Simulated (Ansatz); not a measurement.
F6Te, triplet, geometry from GFN2-xTB (a higher spin typed on purpose: for a closed-shell molecule this is an excited state) (core potentials on Te). Base run: PBE0/def2-SVP run with Ansatz (an electronic-structure program).

The Ansatz input:
Ansatz 0.2 input:
```yaml
crystal:
  periodic: [false, false, false]
  atoms:
    - {symbol: F, position_ang: [0.13208014, -1.44202813, -1.51950360]}
    - {symbol: Te, position_ang: [-0.18810848, -0.11260985, 0.04188065]}
    - {symbol: F, position_ang: [1.72147784, -0.00682176, -0.40601892]}
    - {symbol: F, position_ang: [0.78251826, -1.50252317, 1.23930254]}
    - {symbol: F, position_ang: [-0.16714950, 1.21704620, -1.36295986]}
    - {symbol: F, position_ang: [0.47092639, 1.15770093, 1.34341240]}
    - {symbol: F, position_ang: [-1.85300413, 1.22726060, 0.46379036]}
basis:
  gaussian:
    orbitals: def2-SVP
hamiltonian:
  xc: pbe0
magnetization: {spin_polarized: true, initial_magnetization: 2}
```

Variants of this job, named by their change:

```tsv
change	basis functions	E (Eh)
base	110	-865.79406
basis = x2c-SVPall; relativity = spin-free X2C; nucleus = Gaussian	120	-7390.92742
basis = jorge-DZP-DKH; relativity = none	138	-7142.95858
basis = jorge-DZP-DKH; relativity = spin-free X2C	138	-7386.88050
basis = x2c-SVPall; relativity = spin-free X2C	120	-7391.09039
basis = ANO-RCC-VDZP; relativity = spin-free X2C; nucleus = Gaussian	127	-7392.21192
basis = x2c-SVPall; relativity = none	120	-7040.63110
basis = jorge-DZP-DKH; relativity = spin-free X2C; nucleus = Gaussian	138	-7386.69635
basis = ANO-RCC-VDZP; relativity = none	127	-6995.78363
basis = ANO-RCC-VDZP; relativity = spin-free X2C	127	-7392.42936
```

Total energies compare only within one method and basis.

Ansatz warned in this series: the basis is contracted for relativity, which the run leaves out.

Basis sets contracted for a relativistic Hamiltonian are a mismatch without it, so the rows without relativity aren't non-relativistic limits. No row has spin-orbit coupling; sets with core potentials leave out the core electrons.
